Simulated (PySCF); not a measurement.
**How methods differ on the electron affinity of Cu**

Cu⁻ [Ar] 3d10 4s2 (1S) → Cu [Ar] 3d10 4s1 (2S), as a difference of total energies. All numbers are calculated (PySCF 2.14, the spin-free X2C one-electron Hamiltonian (Gaussian nucleus), in x2c-TZVPPall with one added diffuse shell each of s, p, d, f type (7s6p5d3f1g, 80 functions)). Correlated levels: valence and next inner shell: [Ne] frozen. The calculations carry no spin-orbit coupling.

Task: Order these methods by the electron affinity they give, lowest first.
A. CCSD (valence and next inner shell)
B. SCS-MP2 (valence and next inner shell)
C. MP2 (valence and next inner shell)
D. CCSD(T) (valence and next inner shell)

Result: C (0.907 eV), B (0.942 eV), A (1.021 eV), D (1.203 eV).

Errors of the correlated levels include the incompleteness of this basis and the frozen core.

The coupled-cluster amplitudes are large for Cu⁻ (T1 above 0.03 or a double amplitude above 0.15), so a single reference is strained.

For comparison: 1.236 eV (measured; photodetachment measurements, as compiled on the Wikipedia data page of electron affinities).
